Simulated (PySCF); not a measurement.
Mapped SMILES: `[CH3:1][O:2][C:3]([F:4])([F:5])[C:6]([F:7])([F:8])[C:9]([F:10])([F:11])[F:12]`; H(Xn) means a hydrogen on atom n.

PySCF calculation with GIAO PBE0/pcSseg-1 shieldings and geometry: GFN2-xTB; in vacuum, averaged over atoms made equivalent by symmetry, fast rotation or ring inversion, non-relativistic, a single conformation.

References, each an isolated molecule treated in the same way: TMS for $^{13}$C (σref 186.93) and $^{1}$H (σref 31.72); H2O for $^{17}$O (σref 336.08); $^{19}$F (σref 170.95) against CFCl3.

```csv
atoms,nucleus,count,Hirshfeld charge,δ (ppm)
C3,$^{13}$C,1,0.22,125.6
O2,$^{17}$O,1,-0.13,?
H(C1),$^{1}$H,3,0.06,4.06
F7/F8,$^{19}$F,2,-0.08,-148.7
C1,$^{13}$C,1,-0.03,53.6
F4/F5,$^{19}$F,2,-0.10,-108.3
F10/F11/F12,$^{19}$F,3,-0.08,-94.9
C9,$^{13}$C,1,0.24,?
C6,$^{13}$C,1,0.14,?
```

Problem. Complete the table.

Solution. 
- C9: 127.1 ppm, CF3 carbon; 3 electronegative neighbours deshield it
- C6: 115.0 ppm, fully substituted sp3 carbon bonded to 2 F; 2 electronegative neighbours deshield it
- O2: 89.3 ppm, ether oxygen

Shifts are as computed. Against solution values, carbons near 30 ppm lie about +3 ppm off and those near 130 ppm about +5 ppm. Of 1211 compounds with measured shifts, 218 miss one by over three times the rms of a fit or turn the order of signals round; such compounds aren't used in these exercises. Unscaled 19F shifts against computed CFCl3 carry errors that often reach 10 to 50 ppm. Experimental scales use liquid or dissolved standards, which lie at an offset from isolated H2O (liquid H2O: subtract about 36 ppm).
